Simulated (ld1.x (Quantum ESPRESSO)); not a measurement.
# Mn, ultrasoft: configuration errors across variants

- Element: Mn
- Generator: ld1.x (Quantum ESPRESSO) 7.5
- Type: ultrasoft
- Functional: revPBE
- Relativity: scalar-relativistic
- Frozen core: [Ar]
- Valence charge: 7
- Reference configuration: 3d5 4s0.5 4p0 (charge +1.5)
- Partial waves: 4s (bound): rcut 1.95, rcutus 2.20 bohr; 4s channel at -0.5 Ry: rcut 1.95, rcutus 2.20 bohr; 4p (bound, empty): rcut 2.30, rcutus 2.90 bohr; 4p channel at -0.15 Ry: rcut 2.30, rcutus 2.90 bohr; 3d (bound): rcut 1.65, rcutus 2.05 bohr; 3d channel at 2.05 Ry: rcut 1.65, rcutus 2.05 bohr
- Local potential: all-electron potential smoothed inside 1.95 bohr (lloc = -1)
- Core correction: none
- Augmentation charge: PSQ, radius 1.20 bohr

All-electron excitation energies from the reference (eV): (1) 3d5 4s2 4p0 -15.109; (2) 3d5 4s1 4p0 -6.779; (3) 3d5 4s0 4p0 8.662.

1 further variants failed, have other tests or too few solved ones, and are left out.

A true bound ghost makes a file unfit for plane-wave use even where its test errors are small: the radial tests pick states by their node count and pass the ghost by.

Errors AE − PS in meV (a dash: test not solved or not reliable):

| change | (1) | (2) | (3) | bound ghosts |
| --- | --- | --- | --- | --- |
| base | +95 | +21 | +36 | none |
| waves 4s (bound): rcut 1.95, rcutus 2.50 bohr; 4s channel at -0.5 Ry: rcut 1.95, rcutus 2.50 bohr | +96 | +21 | +36 | none |
| local potential all-electron potential smoothed inside 2.54 bohr (lloc = -1) | +99 | +22 | +37 | none |
| waves 3d (bound): rcut 1.65, rcutus 2.44 bohr; 3d channel at 2.05 Ry: rcut 1.65, rcutus 2.44 bohr | +100 | +22 | +37 | none |
| waves 4p (bound): rcut 1.76, rcutus 1.86 bohr; 4p channel at -0.15 Ry: rcut 1.76, rcutus 1.86 bohr | +95 | +21 | +36 | p |
| wave 4s channel at -0.5 Ry: rcut 1.95, rcutus 2.20 bohr becomes 4s channel at 0.52 Ry: rcut 1.95, rcutus 2.20 bohr | +95 | +21 | +36 | none |

Problem. Give the same row for: all radii scaled by about 1.20 (s 2.64, p 3.48, d 2.46 bohr, rcut 2.34/2.76/1.98); local potential all-electron potential smoothed inside 2.34 bohr (lloc = -1); augmentation PSQ, radius 1.44 bohr.

Solution. –, –, –; bound ghosts: none.
